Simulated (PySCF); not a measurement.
**How methods differ on the ionisation energy of Nb**

Nb [Kr] 4d4 5s1 (6D) → Nb⁺ [Kr] 4d4 (5D), as a difference of total energies. Computed with PySCF 2.14 in x2c-TZVPall (8s6p6d1f, 63 functions), with scalar relativity by spin-free X2C-1e. Correlated levels: valence: [Kr] frozen. The calculations carry no spin-orbit coupling.

```csv
method,ionisation energy (eV)
UHF,5.994
BP86,7.249
B3LYP,6.921
MP2 (valence),6.343
SCS-MP2 (valence),6.110
```

Errors of the correlated levels include the incompleteness of this basis and the frozen core.

Q: Which method comes closest to the reference value, and which is furthest?

A: The reference is 6.776 eV (measured; NIST levels, between the centres of gravity of the two terms). Closest: B3LYP (error 0.145 eV); furthest: UHF (error -0.782 eV).
